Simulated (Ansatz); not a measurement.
Species: C$_{3}$H$_{6}$S, SMILES `CCC=S` (C–C–C–S torsion 120°) (charge 0, multiplicity 1), formula C3H6S.

Task: How many basis functions does frozen-core CCSD(T)/cc-pVTZ // PBE0-D3(BJ)/def2-TZVP run with Ansatz (an electronic-structure program) use, how many core orbitals are frozen, and how many electrons are correlated?

Result: 208 basis functions and 8 frozen orbitals, which leaves 24 correlated electrons. Core time is of the order of minutes.
